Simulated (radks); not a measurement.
The mean radii <r> (bohr) of the occupied orbitals of an atom or ion are listed with their occupations. Method: non-relativistic Kohn-Sham, HCTH/407, spin-unpolarised, spherical densities, point nucleus; computed with a radial shooting solver on a logarithmic mesh with Libxc functionals.

orbital  occ.      <r>
1s          2  0.09149
2s          2   0.4451
2p          6   0.4059
3s          2    1.498
3p          4    1.719
3d          1    7.500

Name the element and its charge.

Answer. Z = 17, chlorine, charge 0: Cl in [Ne] 3s2 3p4 3d1. The 1s radius gives Z: for a bare nucleus <r> = 1.5/Z, 0.08824 bohr for Z = 17, and screening makes it slightly larger (0.09149 here). The occupations add up to 17, and the charge is Z minus that.
